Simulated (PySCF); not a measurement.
H2Mo, SMILES [MoH2] (connectivity only; charge and spin as stated), neutral, multiplicity 5. Atoms are numbered in the order given.

```xyz
3

Mo     0.0000     0.0000    -0.0449
H      0.0000     1.3924     0.9423
H      0.0000    -1.3924     0.9423
```
Charge 0, spin multiplicity 5.

Geometry: r2SCAN-D4/def2-TZVPD. The spin state was assumed, not searched. The def2 effective core potentials stand for the cores of Mo; spin–orbit coupling is left out.

All values below come from PySCF with PBE0/def2-TZVPD.

Mulliken values depend strongly on the basis, most of all with diffuse functions as here. ESP charges are fitted to the potential on shells at 1.4 to 2.0 van der Waals radii. Atomic charges (e):

```json
[
 {"atom": "Mo1", "ESP fit": "(withheld)", "Mulliken": "0.01", "Mulliken spin": "4.37"},
 {"atom": "H2", "ESP fit": "(withheld)", "Mulliken": "-0.01", "Mulliken spin": "-0.19"},
 {"atom": "H3", "ESP fit": "(withheld)", "Mulliken": "-0.01", "Mulliken spin": "-0.19"}
]
```

Task: Fill in the missing entries. (Estimate from the structure and the level; the computed values follow.)

Result: 
- Mo1, ESP fit: 0.52
- H2, ESP fit: -0.26
- H3, ESP fit: -0.26
